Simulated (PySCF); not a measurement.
PySCF job for B(Cl)2(SH) (BCl₂HS), SMILES SB(Cl)Cl, TDA-PBE0/def2-SVPD. Coordinates come from a TPSSh-D3(BJ)/def2-SVP optimisation. One conformer was computed; it need not be the lowest.

```python
import numpy as np
from pyscf import gto, scf, dft, tdscf

mol = gto.M(
    atom='''
    B    -0.00028969   -0.01213114    0.00000000
    Cl    1.37198949   -1.11105703   -0.00000000
    Cl   -1.63756584   -0.66058182   -0.00000000
    S     0.34152151    1.75131996   -0.00000000
    H    -0.94809769    2.15739672    0.00000001
    ''',
    basis='def2-SVPD',
    charge=0,
    spin=0,
    symmetry=True,
    max_memory=1600,
    verbose=4,
)
mf = dft.RKS(mol, xc='pbe0').density_fit(auxbasis='def2-universal-jkfit')
mf.grids.level = 3
mf.conv_tol = 1e-9
mf.max_cycle = 100
mf.kernel()
mf.grids = dft.Grids(mol).set(level=1).build(with_non0tab=True)  # coarser grid for the response kernel
td = tdscf.TDA(mf)
td.singlet = True
td.nstates = 10
td.conv_tol = 1e-4
td.kernel(x0=td.get_init_guess(mf, 15))
td.analyze()
tt = tdscf.TDA(mf)
tt.singlet = False
tt.nstates = 4
tt.conv_tol = 1e-4
tt.kernel(x0=tt.get_init_guess(mf, 9))
tt.analyze(verbose=3)
```

Output:

```
PySCF version 2.14.0

[INPUT] verbose = 4
[INPUT] num. atoms = 5
[INPUT] num. electrons = 56
[INPUT] charge = 0
[INPUT] spin (= nelec alpha-beta = 2S) = 0
[INPUT] symmetry True subgroup None
[INPUT] Mole.unit = angstrom
[INPUT] Symbol           X                Y                Z      unit          X                Y                Z       unit  Magmom
[INPUT]  1 B     -0.000289690000  -0.012131140000   0.000000000000 AA   -0.000547434761  -0.022924532179   0.000000000000 Bohr   0.0
[INPUT]  2 Cl     1.371989490000  -1.111057030000   0.000000000000 AA    2.592684381882  -2.099593495473   0.000000000000 Bohr   0.0
[INPUT]  3 Cl    -1.637565840000  -0.660581820000   0.000000000000 AA   -3.094550948543  -1.248318722667   0.000000000000 Bohr   0.0
[INPUT]  4 S      0.341521510000   1.751319960000   0.000000000000 AA    0.645382119548   3.309515080884   0.000000000000 Bohr   0.0
[INPUT]  5 H     -0.948097690000   2.157396720000   0.000000010000 AA   -1.791644973433   4.076888942835   0.000000018897 Bohr   0.0

nuclear repulsion = 231.122985991853
point group symmetry = Cs
symmetry origin: [ 2.36215779e-09 -2.36215760e-09  3.37451094e-10]
symmetry axis x: [ 1.00000000e+00  8.11523254e-08 -1.17992006e-10]
symmetry axis y: [ 8.11523254e-08 -1.00000000e+00 -2.62671383e-10]
symmetry axis z: [ 1.17992028e-10 -2.62671418e-10  1.00000000e+00]
num. orbitals of irrep A' = 77
num. orbitals of irrep A" = 32
number of shells = 45
number of NR pGTOs = 175
number of NR cGTOs = 109
basis = def2-SVPD
ecp = {}


******** <class 'pyscf.df.df_jk.DFSymAdaptedRKS'> ********
method = DFSymAdaptedRKS
initial guess = minao
damping factor = 0
level_shift factor = 0
DIIS = <class 'pyscf.scf.diis.CDIIS'>
diis_start_cycle = 1
diis_space = 8
diis_damp = 0
SCF conv_tol = 1e-09
SCF conv_tol_grad = None
SCF max_cycles = 100
direct_scf = False
XC library pyscf.dft.libxc version 7.1.2
    S. Lehtola, C. Steigemann, M. J. T. Oliveira, and M. A. L. Marques,  SoftwareX 7, 1–5 (2018)
XC functionals = pbe0
    C. Adamo and V. Barone,  J. Chem. Phys. 110, 6158 (1999)
    M. Ernzerhof and G. E. Scuseria,  J. Chem. Phys. 110, 5029 (1999)
radial grids:
    Treutler-Ahlrichs [JCP 102, 346 (1995); DOI:10.1063/1.469408] (M4) radial grids

becke partition: Becke, JCP 88, 2547 (1988); DOI:10.1063/1.454033
pruning grids: <function nwchem_prune>
grids dens level: 3
symmetrized grids: True
atomic radii adjust function: <function treutler_atomic_radii_adjust>
small_rho_cutoff = 0
Freeze 0 electrons in irreps []
    56 free electrons in irreps A' A"
Set gradient conv threshold to 3.16228e-05
Initial guess from minao.
tot grids = 80496
******** <class 'pyscf.df.df.DF'> ********
auxbasis = def2-universal-jkfit
init E= -1343.6333573206
HOMO (A") = -0.317907974750819  LUMO (A") = -0.0782656493752727  gap/eV = 6.52100
cycle= 1 E= -1343.25045363904  delta_E= 0.383  |g|= 0.253  |ddm|= 2.88
HOMO (A") = -0.305926082296482  LUMO (A") = -0.0772623203656022  gap/eV = 6.22226
cycle= 2 E= -1343.23920567784  delta_E= 0.0112  |g|= 0.34  |ddm|= 0.732
HOMO (A") = -0.30725458076206  LUMO (A") = -0.0510299254676263  gap/eV = 6.97223
cycle= 3 E= -1343.27097711878  delta_E= -0.0318  |g|= 0.0419  |ddm|= 0.428
HOMO (A") = -0.311572621256678  LUMO (A") = -0.0578413806072866  gap/eV = 6.90438
cycle= 4 E= -1343.27150455805  delta_E= -0.000527  |g|= 0.0125  |ddm|= 0.0644
HOMO (A") = -0.310959883493746  LUMO (A") = -0.056187810973596  gap/eV = 6.93270
cycle= 5 E= -1343.27155405663  delta_E= -4.95e-05  |g|= 0.00227  |ddm|= 0.0186
HOMO (A") = -0.310745460533337  LUMO (A") = -0.0561315494681764  gap/eV = 6.92840
cycle= 6 E= -1343.27155561945  delta_E= -1.56e-06  |g|= 0.000629  |ddm|= 0.00377
HOMO (A") = -0.310798966976291  LUMO (A") = -0.056149685346748  gap/eV = 6.92936
cycle= 7 E= -1343.27155573828  delta_E= -1.19e-07  |g|= 0.000156  |ddm|= 0.00104
HOMO (A") = -0.310803686263764  LUMO (A") = -0.0561520406818281  gap/eV = 6.92942
cycle= 8 E= -1343.27155574538  delta_E= -7.1e-09  |g|= 1.6e-05  |ddm|= 0.000261
HOMO (A") = -0.310800366520424  LUMO (A") = -0.0561498280796719  gap/eV = 6.92939
cycle= 9 E= -1343.27155574548  delta_E= -9.75e-11  |g|= 3.87e-06  |ddm|= 3.28e-05
HOMO (A") = -0.310801848965908  LUMO (A") = -0.0561503346255281  gap/eV = 6.92942
Extra cycle  E= -1343.27155574548  delta_E= 1.14e-12  |g|= 4.03e-06  |ddm|= 1.38e-05
converged SCF energy = -1343.27155574548
tot grids = 26600


******** <class 'pyscf.tdscf.rks.TDA'> for <class 'pyscf.df.df_jk.DFSymAdaptedRKS'> ********
nstates = 10 singlet
deg_eia_thresh = 1.000e-03
wfnsym = None
conv_tol = 0.0001
eigh lindep = 1e-12
eigh level_shift = 0
eigh max_cycle = 100


Excitation energies (eV)
[6.1493658  6.1841024  6.37043953 6.68757463 7.2038046  7.33197023
 7.88694381 7.91417515 8.16749159 8.22915335]

** Singlet excitation energies and oscillator strengths **
Excited State   1:   A"      6.14937 eV    201.62 nm  f=0.0004
      27 -> 29       -0.70414
Excited State   2:   A'      6.18410 eV    200.49 nm  f=0.2403
      28 -> 29        0.68018
Excited State   3:   A"      6.37044 eV    194.62 nm  f=0.0009
      26 -> 29        0.69912
Excited State   4:   A"      6.68757 eV    185.39 nm  f=0.0025
      28 -> 30        0.61714
      28 -> 31       -0.32338
Excited State   5:   A'      7.20380 eV    172.11 nm  f=0.1339
      25 -> 29        0.67841
Excited State   6:   A"      7.33197 eV    169.10 nm  f=0.0212
      28 -> 30       -0.32996
      28 -> 31       -0.60537
      28 -> 32        0.11989
Excited State   7:   A'      7.88694 eV    157.20 nm  f=0.0020
      26 -> 30        0.11960
      27 -> 30        0.68495
Excited State   8:   A"      7.91418 eV    156.66 nm  f=0.0024
      24 -> 29        0.69464
Excited State   9:   A'      8.16749 eV    151.80 nm  f=0.0062
      26 -> 30       -0.61302
      27 -> 30        0.14353
      27 -> 31        0.25776
Excited State  10:   A"      8.22915 eV    150.66 nm  f=0.0040
      28 -> 31        0.12194
      28 -> 32        0.66473
      28 -> 34        0.12686

** Transition electric dipole moments (AU) **
state          X           Y           Z        Dip. S.      Osc.
  1        -0.0000      0.0000     -0.0484      0.0023      0.0004
  2         0.1575      1.2495      0.0000      1.5860      0.2403
  3        -0.0000      0.0000      0.0756      0.0057      0.0009
  4        -0.0000      0.0000      0.1233      0.0152      0.0025
  5        -0.8596      0.1415     -0.0000      0.7590      0.1339
  6        -0.0000      0.0000     -0.3435      0.1180      0.0212
  7        -0.0991      0.0227     -0.0000      0.0103      0.0020
  8        -0.0000     -0.0000      0.1103      0.0122      0.0024
  9        -0.0945     -0.1492     -0.0000      0.0312      0.0062
 10         0.0000      0.0000     -0.1415      0.0200      0.0040

** Transition velocity dipole moments (imaginary part, AU) **
state          X           Y           Z        Dip. S.      Osc.
  1         0.0000     -0.0000      0.0043      0.0000      0.0001
  2         0.0009      0.1023      0.0000      0.0105      0.0307
  3        -0.0000      0.0000     -0.0028      0.0000      0.0000
  4        -0.0000     -0.0000      0.0572      0.0033      0.0089
  5        -0.0865      0.0125     -0.0000      0.0076      0.0192
  6        -0.0000      0.0000     -0.0597      0.0036      0.0088
  7        -0.0380      0.0275     -0.0000      0.0022      0.0051
  8        -0.0000     -0.0000     -0.0064      0.0000      0.0001
  9        -0.0589     -0.0627     -0.0000      0.0074      0.0164
 10         0.0000      0.0000     -0.0756      0.0057      0.0126

** Transition magnetic dipole moments (imaginary part, AU) **
state          X           Y           Z
  1         0.3606      0.2567      0.0000
  2        -0.0000      0.0000     -0.0239
  3        -1.0298      0.3765     -0.0000
  4        -0.4760     -0.2968     -0.0000
  5         0.0000     -0.0000      0.1603
  6         0.7043     -0.2302     -0.0000
  7         0.0000     -0.0000      1.3744
  8         0.0557      0.8351     -0.0000
  9        -0.0000      0.0000      0.3553
 10        -0.3873      0.1474      0.0000


******** <class 'pyscf.tdscf.rks.TDA'> for <class 'pyscf.df.df_jk.DFSymAdaptedRKS'> ********
nstates = 4 triplet
deg_eia_thresh = 1.000e-03
wfnsym = None
conv_tol = 0.0001
eigh lindep = 1e-12
eigh level_shift = 0
eigh max_cycle = 100


Excitation energies (eV)
[4.80325527 5.90538585 6.07725575 6.23865631]

** Triplet excitation energies and oscillator strengths **
Excited State   1:   A'      4.80326 eV    258.13 nm  f=0.0000
Excited State   2:   A"      5.90539 eV    209.95 nm  f=0.0000
Excited State   3:   A"      6.07726 eV    204.01 nm  f=0.0000
Excited State   4:   A"      6.23866 eV    198.74 nm  f=0.0000
```

Self-consistency was reached.

Cost: roughly 50 core-seconds.
